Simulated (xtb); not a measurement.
C3H9Sb, triplet, at the geometry of the source list (a higher spin typed on purpose: for a closed-shell molecule this is an excited state); GFN1-xTB in xtb.

xtb was given this input:
```
$ xtb mol.xyz --gfn 1 --uhf 2 --hess --json

# file mol.xyz
13

Sb    -0.00200000     0.01770000     1.22880000
C      0.18730000    -1.81640000     0.08130000
H      0.84370000    -2.51580000     0.59200000
H      0.59880000    -1.58780000    -0.89860000
H     -0.79230000    -2.27250000    -0.03440000
C      1.46900000     1.08240000     0.04220000
H      2.46560000     0.71800000     0.26500000
H      1.42780000     2.14210000     0.26600000
H      1.25900000     0.93180000    -1.01090000
C     -1.65400000     0.73500000     0.01980000
H     -2.56070000     0.20220000     0.28500000
H     -1.43260000     0.56960000    -1.02890000
H     -1.80950000     1.79370000     0.19270000
```

Q: Predict the main parts of the log of this xtb run.

A: 
```
   ID    Z sym.   atoms
    1   51 Sb     1
    2    6 C      2, 6, 10
    3    1 H      3-5, 7-9, 11-13

           -------------------------------------------------
          |                Calculation Setup                |
           -------------------------------------------------

           -------------------------------------------------
          |                 G F N 1 - x T B                 |
           -------------------------------------------------

          ...................................................
          :                      SETUP                      :
          :.................................................:
          :  # basis functions                  40          :
          :  # atomic orbitals                  39          :
          :  # shells                           27          :
          :  # electrons                        26          :
          :  # halogen bonds                     0          :
          :  max. iterations                   250          :
          :  Hamiltonian                  GFN1-xTB          :
          :  restarted?                      false          :
          :  GBSA solvation                  false          :
          :  PC potential                    false          :
          :  electronic temp.          300.0000000     K    :
          :  accuracy                    1.0000000          :
          :  -> integral cutoff          0.2500000E+02      :
          :  -> integral neglect         0.1000000E-07      :
          :  -> SCF convergence          0.1000000E-05 Eh   :
          :  -> wf. convergence          0.2000000E-04 e    :
          :  Broyden damping             0.4000000          :
          :  net charge                          0          :
          :  unpaired electrons                  2          :
          ...................................................

 iter      E             dE          RMSdq      gap      omega  full diag
   1    -13.6162906 -0.136163E+02  0.706E+00    0.04       0.0  T
   2    -13.6221389 -0.584821E-02  0.416E+00    0.01       1.0  T
   3    -13.5507009  0.714380E-01  0.220E+00    0.09       1.0  T
   4    -13.6306286 -0.799277E-01  0.359E-01    0.02       1.0  T
   5    -13.6290726  0.155598E-02  0.336E-01    0.07       1.0  T
   6    -13.6314256 -0.235304E-02  0.595E-02    0.03       1.0  T
   7    -13.6314813 -0.556990E-04  0.187E-02    0.03       1.5  T
   8    -13.6314887 -0.739064E-05  0.526E-03    0.03       5.3  T
   9    -13.6314892 -0.456017E-06  0.108E-03    0.03      25.6  T
  10    -13.6314892 -0.382391E-09  0.317E-04    0.03      87.4  T
  11    -13.6314892 -0.227699E-08  0.247E-05    0.03    1123.1  T
  12    -13.6314892 -0.435918E-11  0.563E-06    0.03    4930.3  T

   *** convergence criteria satisfied after 12 iterations ***

 transition dipole moment (au) for excitation:          13          14
     X       Y       Z
   1.1315  -0.1452   0.0076  total (au/Debye):    1.141   2.900
 dE (eV)             :    6.021
 oscillator strength :  0.27147E+00

         :::::::::::::::::::::::::::::::::::::::::::::::::::::
         ::                     SUMMARY                     ::
         :::::::::::::::::::::::::::::::::::::::::::::::::::::
         :: total energy             -13.466393289844 Eh    ::
         :: gradient norm              0.092947530098 Eh/a0 ::
         :: HOMO-LUMO gap              0.028886094106 eV    ::
         ::.................................................::
         :: SCC energy               -13.631489187865 Eh    ::
         :: -> electrostatic           0.009510110976 Eh    ::
         :: repulsion energy           0.169653014455 Eh    ::
         :: dispersion energy         -0.004557116434 Eh    ::
         :: halogen bond corr.         0.000000000000 Eh    ::
         :: add. restraining           0.000000000000 Eh    ::
         :: total charge               0.000000000269 e     ::
[...]
 output can be read by thermo (or use thermo option).
 writing <g98.out> molden fake output.
 recommended (thermochemical) frequency scaling factor: 1.0
           -------------------------------------------------
          |             Thermodynamic Functions             |
           -------------------------------------------------

c1  symmetry found (for desy threshold:  0.10E+00) used in thermo

          ...................................................
          :                      SETUP                      :
          :.................................................:
          :  # frequencies                          28      :
          :  # imaginary freq.                       5      :
          :  linear?                             false      :
          :  only rotor calc.                    false      :
          :  symmetry                               c1      :
          :  rotational number                       1      :
          :  scaling factor                  1.0000000      :
          :  rotor cutoff                   50.0000000 cm⁻¹ :
          :  imag. cutoff                  -20.0000000 cm⁻¹ :
          :.................................................:

    mode    ω/cm⁻¹     T·S(HO)/kcal·mol⁻¹    T·S(FR)/kcal·mol⁻¹   T·S(vib)
   ------------------------------------------------------------------------
       1     48.25    -1.45728 ( 46.45%)    -1.06638 ( 53.55%)    -1.24795
       2     95.13    -1.05893 ( 92.91%)    -0.86564 (  7.09%)    -1.04523
       3    113.13    -0.95840 ( 96.32%)    -0.81436 (  3.68%)    -0.95311
   ------------------------------------------------------------------------

   temp. (K)  partition function   enthalpy   heat capacity  entropy
                                   cal/mol     cal/K/mol   cal/K/mol   J/K/mol
 298.15  VIB   63.5                 2507.470     15.424     15.894
         ROT  0.134E+06              888.752      2.981     26.444
         INT  0.852E+07             3396.222     18.404     42.338
         TR   0.209E+28             1481.254      4.968     41.225
         TOT                        4877.4760    23.3726    83.5633   349.6290

       T/K    H(0)-H(T)+PV         H(T)/Eh          T*S/Eh         G(T)/Eh
   ------------------------------------------------------------------------
    298.15    0.777275E-02    0.105820E+00    0.397036E-01    0.661159E-01
   ------------------------------------------------------------------------

         :::::::::::::::::::::::::::::::::::::::::::::::::::::
         ::                  THERMODYNAMIC                  ::
         :::::::::::::::::::::::::::::::::::::::::::::::::::::
         :: total free energy         -13.400277416628 Eh   ::
         ::.................................................::
         :: total energy              -13.466393289844 Eh   ::
         :: zero point energy           0.098046760363 Eh   ::
         :: G(RRHO) w/o ZPVE           -0.031930887147 Eh   ::
         :: G(RRHO) contrib.            0.066115873216 Eh   ::
         :::::::::::::::::::::::::::::::::::::::::::::::::::::
imag cut-off (cm-1) :    5.00
 found            5  significant imaginary frequencies
 writing imag mode distorted coords to xtbhess.xyz
 for further optimization.

           -------------------------------------------------
          | TOTAL ENERGY              -13.466393289844 Eh   |
          | TOTAL ENTHALPY            -13.360573776795 Eh   |
          | TOTAL FREE ENERGY         -13.400277416628 Eh   |
          | GRADIENT NORM               0.092947553078 Eh/α |
          | HOMO-LUMO GAP               0.028886360311 eV   |
           -------------------------------------------------
########################################################################
[WARNING] Runtime exception occurred
-1- hessian_numhess: Hessian on incompletely optimized geometry!
########################################################################

normal termination of xtb
```
